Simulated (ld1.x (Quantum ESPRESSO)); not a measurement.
lithium (Li): one change to a PAW potential, before and after

lithium (Li), PAW, made with ld1.x (Quantum ESPRESSO) 7.5 (LDA (PZ), scalar-relativistic). Core [He], reference 2s1 2p0. Waves: 2s (bound): rcut 2.70, rcutus 2.95 bohr; 2s channel at 0.2 Ry: rcut 2.70, rcutus 2.95 bohr; 2p (bound, empty): rcut 3.75, rcutus 4.25 bohr; 2p channel at 4.3 Ry: rcut 3.75, rcutus 4.25 bohr. Local part: all-electron potential smoothed inside 4.00 bohr (lloc = -1). Core correction: Bessel-smoothed model core inside 2.15 bohr. Augmentation charge: BESSEL, radius 2.60 bohr.

Change: local potential all-electron potential smoothed inside 2.25 bohr (lloc = -1).

Cutoffs: the cutoffs (Ry, on a coarse ladder) from which the occupation-weighted sum of valence levels, in a spherical-Bessel basis at the reference potential, stays within 10 and 1 mRy of its value at 400 Ry; they do not see the model core or the augmentation charge, which bear on the density cutoff. Errors are all-electron minus pseudo energies relative to the spin-unpolarised reference configuration.

Q: What does the change do?

A: Both files are so soft that the ladder of cutoffs tells neither apart; a bound ghost appears in p, which as a rule spoils a file; of the 4 tests that both files solve, the error grows in 1 and shrinks in 0 by more than 15 % and 0.3 meV (median size 0.6 → 0.6 meV). A state that the projectors do not describe sees the local part alone, so a deeper or shallower local part can create or remove a ghost.

| quantity | base | changed |
| --- | --- | --- |
| cutoff, loose | 6 Ry | 6 Ry |
| cutoff, tight | 6 Ry | 6 Ry |
| bound ghosts | none | p |
| error for 2s0.5 2p0, meV [ΔE 2.04 eV] | -0.5 | -0.5 |
| error for 2s0 2p1, meV [ΔE 1.75 eV] | -2.0 | -4.7 |
| error for 2s1 2p0 (spin-polarised), meV [ΔE -0.23 eV] | -0.2 | -0.2 |
| error for 2s0.5 2p0 (spin-polarised), meV [ΔE 1.95 eV] | -0.7 | -0.7 |
| s: phases at 4.57 bohr within 0.05 rad from the reference energy up to (Ry; the scan ends near 5) | 3.2 | 2.7 |
| p: phases at 4.57 bohr within 0.05 rad from the reference energy up to (Ry; the scan ends near 5) | 0.3 | 0.0 |
| lowest overlap eigenvalue by channel | s 0.55, p 0.06 | s 0.54, p 0.02 |

 A true bound ghost makes a file unfit for plane-wave use even where its test errors are small: the radial tests pick states by their node count and pass the ghost by.
